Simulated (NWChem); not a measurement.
## Atomisation of OSe

```
O
Se 1 1.6419
```
Charge 0, spin multiplicity 3.

Everything below was run with NWChem. All single points use one geometry, from UPBE0/def2-SVP, a minimum by its harmonic frequencies.

Basis set: def2-TZVP. The atomisation energy is electronic alone: no zero-point, thermal, spin-orbit or counterpoise terms. No value is extrapolated to the basis-set limit. Free atoms are single determinants with multiplicities O 3, Se 3. Correlated methods freeze the same cores in atoms and molecule, 10 orbitals in all.

The Hamiltonian is non-relativistic. B3LYP has NWChem's definition, with VWN1-RPA local correlation. The structure started from a generated list of species. The unpaired electrons of the parent sit in orbitals of symmetry b1 and b2 (C2v labels of the run); other states weren't searched. The stability of the SCF solutions was not checked. Open-shell Hartree-Fock references start from PBE0 orbitals. No row is a measurement; the coupled-cluster row has its own basis-set and correlation limits.

Question: One of these methods gave an atomisation energy of 109.0 kcal/mol. Which?
A) PBE
B) MP2
C) CCSD(T)
D) B3LYP

Answer: B, MP2. The others give 106.3 (B3LYP), 99.6 (CCSD(T)), 121.6 (PBE).
